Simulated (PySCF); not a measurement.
A side-by-side comparison of computed properties.

First species: C7H12O2.
SMILES: `COCCO[C@H]1C=CC1`

Second species: CH₁₁ClN₂Si₄.
SMILES: `[SiH3]N1[SiH2]CN[SiH2][Si@H]1Cl`

Levels: PBE0/pcSseg-1 for HOMO energy, LUMO energy and HOMO–LUMO gap. Geometries: GFN2-xTB. All species are isolated and taken at one optimised geometry, non-relativistic unless stated. Electronic properties by PySCF.

The conformers computed, where there is a choice (atom-mapped SMILES and torsion angles):
- `[CH3:1][O:2][CH2:3][CH2:4][O:5][C@H:6]1[CH:7]=[CH:8][CH2:9]1`: C1–O2–C3–C4 71°, O2–C3–C4–O5 163°, C3–C4–O5–C6 72°, C4–O5–C6–C7 168°

The conformers of `[SiH3]N1[SiH2]CN[SiH2][Si@H]1Cl` aren't listed.

Values for the first species:

```
HOMO energy   : -6.93 eV
LUMO energy   : 0.19 eV
HOMO–LUMO gap : 7.12 eV
```

(1) Estimate the same properties for the second species, and the change in each.

Results:

(1) 
| property | first | second | second less first |
| --- | --- | --- | --- |
| HOMO energy | -6.93 eV | -6.82 eV | +0.11 eV |
| LUMO energy | 0.19 eV | -0.82 eV | -1.01 eV |
| HOMO–LUMO gap | 7.12 eV | 6.00 eV | -1.12 eV |

On the second:  GFN2-xTB frequencies show an imaginary mode (48i cm⁻¹), so this geometry is no minimum at that level.
